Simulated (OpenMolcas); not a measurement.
A run on Nb2+ among 4 point charges of -2.5 e arranged as a tetrahedron (Td), 2.39 Å from the ion.

```
Program             : OpenMolcas 26.06
Method              : SS-CASPT2, IPEA 0.25 Eh, imaginary shift 0.1 Eh (closed shells correlated: 4s 4p)
Basis               : ANO-RCC-VTZP [7s6p4d2f1g]
Scalar Hamiltonian  : DKH2, point nucleus
Active space        : 3 electrons in 5 orbitals (4d)
State averaging     : 2S+1 = 4 even, 10 roots; 2S+1 = 2 even, 40 roots
Spin-orbit coupling : state interaction with AMFI integrals over the reference wave functions
```

First CASPT2 step and the start of its output:

```
&CASPT2
Multistate=10 1 2 3 4 5 6 7 8 9 10
NoMult
Frozen=14
IPEA=0.25
Imaginary=0.1
MaxIter=60
WThr=0.0 0.3 0.05
PrWF=0.5
NoMix
```

```
--- CASPT2 ---
Orbital specifications:
      -----------------------

      Symmetry species                           1
                                                 a
      Frozen orbitals                           14
      Inactive orbitals                          4
      Active orbitals                            5
      Secondary orbitals                        45
      Deleted orbitals                           0
      Number of basis functions                 68
Type of calculation                        SS-CASPT2
      Fock operator                              state-specific
      IPEA shift                                 0.25
      Real shift                                 0.00
      Imaginary shift                            0.10
      The input orbitals will be transformed to quasi-canonical
Reference energy:       -3820.6275351825
      E2 (Non-variational):      -0.2763538723
      Shift correction:          -0.0011459680
      E2 (Variational):          -0.2774998403
      Total energy:           -3820.9050350228
      Residual norm:              0.0000004965
      Reference weight:           0.91865
      Contributions to the CASPT2 correlation energy
      Active & Virtual Only:         -0.0230124581
      One Inactive Excited:          -0.0908866330
      Two Inactive Excited:          -0.1624547812
Reference energy:       -3820.6275351825
      E2 (Non-variational):      -0.2764125397
      Shift correction:          -0.0011624956
      E2 (Variational):          -0.2775750353
      Total energy:           -3820.9051102178
      Residual norm:              0.0000004910
      Reference weight:           0.91840
      Contributions to the CASPT2 correlation energy
      Active & Virtual Only:         -0.0230499687
...
```

Over all roots the printed reference weights run from 0.41 to 0.92, and roots that are degenerate in the reference spread by up to 2000 cm-1.

**Question.** Did the run give usable levels, and if not, why?

**Answer.** No. The equations converged, but the reference weight falls to 0.41 for at least one root against 0.92 for the best. A drop of that size marks an intruder state, so the energies of such roots and the levels built on them can't be trusted.
